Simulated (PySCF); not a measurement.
Vertical excitations of a molecule C₅H₇F from TDA-PBE/def2-SVPD (PySCF), as energy in eV (oscillator strength): 6.26 (0.000), 6.44 (0.027), 6.72 (0.000), 6.94 (0.013), 6.99 (0.006), 7.51 (0.049), 7.54 (0.007), 7.55 (0.027), 7.56 (0.022), 7.60 (0.007). Lowest triplet (TDA): 5.32 eV. Geometry optimised at PBE0-D3(BJ)/def2-SVP. The values are those of a single conformer.

Question: Pick the molecule that these values belong to.
(A) C=CC/C=C\F
(B) C#CC[C@@H](C)F
(C) CC1=C(F)CC1
(D) C=C/C(C)=C\F

Answer: B, C#CC[C@@H](C)F
